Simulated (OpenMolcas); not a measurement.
## Si2H4ClF: a line through the functionals

Si2H4ClF has 8 atoms, charge 0, and is taken as a singlet. As SMILES, `F[SiH]([SiH3])Cl`. Geometry: relaxed at PBE0-D4/def2-TZVP.

The vertical energy of the triplet above the singlet y, in eV, basis def2-SVP; a is the functional's share of exact exchange. Programs: OpenMolcas 26.06.

| functional | program | a | y (eV) |
| --- | --- | --- | --- |
| TPSS | OpenMolcas | 0 | 5.76 |
| BLYP | OpenMolcas | 0 | 5.72 |
| B3LYP | OpenMolcas | 0.2 | ? |
| PBE0 | OpenMolcas | 0.25 | 5.95 |
| BHLYP | OpenMolcas | 0.5 | 6.40 |

Question: Fit y = c + s·a to the known rows and predict B3LYP.

Answer: 
1. Means of the 4 rows: a = 0.1875, y = 5.957.
2. Σ(Δa)² = 0.17188, Σ(Δa·Δy) = 0.21938, so the slope is 0.21938/0.17188 = 1.2764.
3. Intercept: 5.957 − (1.2764) × 0.1875 = 5.718. The largest residual of the fit is 0.087.
4. B3LYP: 5.718 + (1.2764) × 0.2 = 5.97 eV.

The run gave 6.03 eV, so the prediction is off by -0.06 eV, within the largest residual.
